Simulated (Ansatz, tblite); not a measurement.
Forces on (KOH)2 ring (K₂O₂H₂) at its PBE0-D4/def2-TZVP geometry. The state is a singlet with charge 0.

The xTB rows come from tblite.

GFN1-xTB (tblite), largest force 0.41 eV/Å:

```xyz
6
positions Å, forces eV/Å
K     0.663   -0.824   -1.374   -0.121    0.150    0.253
O     1.111    1.311   -0.249   -0.260   -0.304    0.059
K    -0.659    0.821    1.377    0.122   -0.151   -0.252
O    -1.109   -1.312    0.250    0.259    0.306   -0.060
H     1.721    2.032   -0.396    0.248    0.291   -0.057
H    -1.728   -2.028    0.392   -0.248   -0.292    0.058
```

GFN2-xTB (tblite), largest force 0.54 eV/Å:

```
K 0.038 -0.053 -0.090
O -0.343 -0.404 0.095
K -0.043 0.057 0.086
O 0.356 0.396 -0.085
H 0.252 0.296 -0.068
H -0.260 -0.292 0.061
```

PBE0-D4/def2-TZVP (Ansatz), largest force 0.01 eV/Å:

```
K -0.003 0.001 0.005
O -0.007 -0.009 -0.003
K 0.003 0.000 -0.003
O 0.005 0.011 0.001
H 0.006 0.008 0.002
H -0.004 -0.011 -0.001
```
